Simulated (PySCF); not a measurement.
All of these have the formula C6H5FSi. Theory: PySCF, TDDFT wB97X-D/def2-SVPD, vertical, gas phase, core orbitals frozen in the response. Geometries: GFN2-xTB; one conformer of each isolated species. Triplets are in the Tamm–Dancoff approximation. 'Strongest' means the level of largest summed f among the lowest 8 singlets; it needn't be the same kind of state in each.

Question: Rank by computed lowest singlet excitation energy, lowest first.
A. `F[SiH2]/C(C#C)=C\C#C`
B. `C#CC1=CC(F)=C[SiH2]1`
C. `C#C[Si@@H]1C=CC=C1F`
D. `C#C/C=C(/F)[SiH2]C#C`
E. `C#CC1=CC=C[Si@H]1F`

Answer: E (3.55 eV), B (3.94 eV), C (4.14 eV), A (4.65 eV), D (5.35 eV).

| SMILES | S1 (eV) | first f ≥ 0.01 (nm) | α (au) | T1 (eV) | f (strongest) | gap (eV) | S1 mainly |
| --- | --- | --- | --- | --- | --- | --- | --- |
| C#CC1=CC=C[Si@H]1F | 3.55 | 349 | 93.9 | 2.05 | 0.14 | 7.59 | H→L (96%) |
| C#CC1=CC(F)=C[SiH2]1 | 3.94 | 315 | 97.1 | 2.32 | 0.18 | 7.90 | H→L (96%) |
| C#C[Si@@H]1C=CC=C1F | 4.14 | 299 | 89.3 | 2.55 | 0.05 | 8.53 | H→L (98%) |
| C#C/C=C(/C#C)[SiH2]F | 4.65 | 266 | 100.8 | 2.74 | 0.41 | 8.29 | H→L (84%) |
| C#C/C=C(/F)[SiH2]C#C | 5.35 | 232 | 93.8 | 3.33 | 0.25 | 9.29 | H→L (88%) |

H and L stand for HOMO and LUMO.

- `C#CC1=CC=C[Si@H]1F`: Löwdin shares by element: HOMO carbon 68% or more (atoms not listed hold the other 32%); LUMO carbon 67% or more (atoms not listed hold the other 33%).
- `C#CC1=CC(F)=C[SiH2]1`: Löwdin shares by element: HOMO carbon 66% or more (atoms not listed hold the other 34%); LUMO carbon 64% or more (atoms not listed hold the other 36%).
- `C#C[Si@@H]1C=CC=C1F`: Löwdin shares by element: HOMO carbon 82% or more (atoms not listed hold the other 18%); LUMO carbon 70% or more (atoms not listed hold the other 30%).
- `C#C/C=C(/C#C)[SiH2]F`: Löwdin shares by element: HOMO carbon 66% or more (atoms not listed hold the other 34%); LUMO carbon 68% or more (atoms not listed hold the other 32%).
- `C#C/C=C(/F)[SiH2]C#C`: Löwdin shares by element: HOMO carbon 83% or more (atoms not listed hold the other 17%); LUMO carbon 70% or more (atoms not listed hold the other 30%).
